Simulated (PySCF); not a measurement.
## Correlation energy of F (fluorine, neutral)

[He] 2s2 2p4 3s1, high-spin 4P determinant (an excited configuration). All numbers are calculated (PySCF 2.14, no relativity, point nucleus, in aug-cc-pVQZ with one added diffuse shell each of s, p, d, f, g type (7s6p5d4f3g, 105 functions)). Frozen: 1s2; 7 electrons correlated.

MP2 pair energies summed by pair of shells (mhartree):

```csv
pair,energy,share (%)
2p-2p,-74.04,44.6
2s-2p,-74.01,44.6
2s-2s,-11.33,6.8
2p-3s,-4.49,2.7
2s-3s,-1.96,1.2
```

Total MP2 correlation energy: -165.83 mhartree.

Same-spin part -40.72 and opposite-spin part -125.12 mhartree; SCS-MP2 scales them by 1/3 and 6/5 to -163.71 mhartree.
